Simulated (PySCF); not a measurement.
## Calculated data, AlB2H2O

Computed with PySCF 2.14.0. Calculation on a computer-drawn molecule: the log of a Hartree-Fock and frozen-core CCSD(T) single point meant for a local Hartree-Fock minimum, with one planted fault or none, to be diagnosed. Offsets are logged minus clean, where the clean run is the same molecule without the fault. The reference is restricted for singlets and unrestricted otherwise, and also for a bond in bohr or an excited solution. Adding or removing an electron swaps singlet and doublet. The excited solution moves the top pair (singlet) or top alpha electron (doublet) to the lowest empty orbital. Highest occupied and lowest empty are orbital energies over both spins, largest force is the largest gradient component, triples share is (T) over the correlation energy, the T1 limit is 0.02 restricted and 0.045 unrestricted, electrons count all cores, a negative frequency is imaginary (commonest isotopes), and the dipole is about the centre of nuclear charge.

Common to all runs: meant basis cc-pV(D+d)Z; logged basis functions 75; logged SCF converged yes; possible faults no fault, one electron removed, one electron added, multiplicity raised by two, geometry at a saddle point, SCF held on an excited solution, minimal basis STO-3G, one bond length entered in bohr, all coordinates scaled.

(1) AlB2H2O

Logged structure:
```xyz
6
AlB2H2O
O     -2.2170     0.4960    -0.0160
B     -1.0546     0.5802     0.1172
B      0.6391     0.7019     0.3115
Al     2.9060     0.8631     0.5710
H      3.4794    -0.5310     0.9401
H      3.3482     2.3291     0.3182
```

```
meant charge                         : 1
meant multiplicity                   : 1
logged electrons                     : 33
logged spin squared                  : 0.7627
logged highest occupied              : -8.6985 eV
logged lowest empty                  : 0.18498 eV
logged largest force                 : 0.054993 hartree/bohr
logged T1 diagnostic                 : 0.022475
logged D1 diagnostic                 : 0.059952
logged triples share                 : 0.031958
logged CC converged                  : yes
logged dipole magnitude              : 5.0479 debye
logged SCF stable within its kind    : yes
logged energy HF                     : -367.27932 hartree
logged energy CCSD(T)                : -367.69956 hartree
planted fault                        : one electron added
HF energy offset from clean run      : -176.4 kcal/mol
CCSD(T) energy offset from clean run : -179.5 kcal/mol
```

Drawn bonds:
```tsv
atom	other atom	order
1	2	2
2	3	1
3	4	1
4	5	1
4	6	1
```

(2) AlB2H2O

Logged structure:
```xyz
6
AlB2H2O
O     -2.1638     0.4841    -0.0156
B     -1.0293     0.5663     0.1144
B      0.6238     0.6850     0.3040
Al     2.8363     0.8424     0.5573
H      3.3959    -0.5183     0.9175
H      3.2679     2.2732     0.3106
```

```
meant charge                         : 1
meant multiplicity                   : 1
logged electrons                     : 32
logged spin squared                  : 0
logged highest occupied              : -17.695 eV
logged lowest empty                  : -6.8123 eV
logged largest force                 : 0.065805 hartree/bohr
logged T1 diagnostic                 : 0.023798
logged D1 diagnostic                 : 0.062904
logged triples share                 : 0.032551
logged CC converged                  : yes
logged dipole magnitude              : 4.8567 debye
logged SCF stable within its kind    : yes
logged energy HF                     : -366.99463 hartree
logged energy CCSD(T)                : -367.40616 hartree
planted fault                        : all coordinates scaled, by -2.4 %
HF energy offset from clean run      : 2.284 kcal/mol
CCSD(T) energy offset from clean run : 4.616 kcal/mol
```

Drawn bonds:
```tsv
atom	other atom	order
1	2	2
2	3	1
3	4	1
4	5	1
4	6	1
```

Notes: T1 above single-reference limit.

(3) AlB2H2O

Logged structure:
```xyz
6
AlB2H2O
O     -0.8186    -0.9631    -1.9855
B     -0.8175    -1.2285    -0.8260
B     -0.8165    -1.6007     0.7991
Al    -0.8193    -2.0713     2.8261
H      0.2747    -3.0684     3.3692
H     -1.9148    -1.4148     3.7507
```

```
meant charge                         : 0
meant multiplicity                   : 2
logged electrons                     : 32
logged spin squared                  : 0
logged highest occupied              : -17.069 eV
logged lowest empty                  : -7.4044 eV
logged largest force                 : 0.056357 hartree/bohr
logged T1 diagnostic                 : 0.028238
logged D1 diagnostic                 : 0.076789
logged triples share                 : 0.03577
logged CC converged                  : yes
logged dipole magnitude              : 3.9179 debye
logged SCF stable within its kind    : yes
logged energy HF                     : -366.98651 hartree
logged energy CCSD(T)                : -367.40648 hartree
planted fault                        : one electron removed
HF energy offset from clean run      : 192.4 kcal/mol
CCSD(T) energy offset from clean run : 193.3 kcal/mol
```

Drawn bonds:
```tsv
atom	other atom	order
1	2	2
2	3	1
3	4	1
4	5	1
4	6	1
```

Notes: T1 above single-reference limit.

(4) AlB2H2O

Structure as in entry 3.

```
meant charge                         : 0
meant multiplicity                   : 2
logged electrons                     : 33
logged spin squared                  : 0.7611
logged highest occupied              : -9.3781 eV
logged lowest empty                  : -0.19355 eV
logged largest force                 : 2.054e-05 hartree/bohr
logged lowest frequency              : 88.627 cm⁻¹
logged T1 diagnostic                 : 0.022707
logged D1 diagnostic                 : 0.06644
logged triples share                 : 0.032386
logged CC converged                  : yes
logged dipole magnitude              : 3.417 debye
logged SCF stable within its kind    : yes
logged energy HF                     : -367.2931 hartree
logged energy CCSD(T)                : -367.71445 hartree
planted fault                        : no fault
HF energy offset from clean run      : 0 kcal/mol
CCSD(T) energy offset from clean run : 0 kcal/mol
```

Drawn bonds:
```tsv
atom	other atom	order
1	2	2
2	3	1
3	4	1
4	5	1
4	6	1
```

(5) AlB2H2O

Structure as in entry 3.

```
meant charge                      : 0
meant multiplicity                : 2
logged electrons                  : 33
logged spin squared               : 0.7636
logged highest occupied           : -9.0594 eV
logged lowest empty               : -0.9185 eV
logged largest force              : 0.017413 hartree/bohr
logged dipole magnitude           : 3.7943 debye
logged SCF stable within its kind : no
logged energy HF                  : -367.28 hartree
planted fault                     : SCF held on an excited solution
HF energy offset from clean run   : 8.222 kcal/mol
```

Drawn bonds:
```tsv
atom	other atom	order
1	2	2
2	3	1
3	4	1
4	5	1
4	6	1
```

Notes: coupled-cluster numbers left out as unreliable.
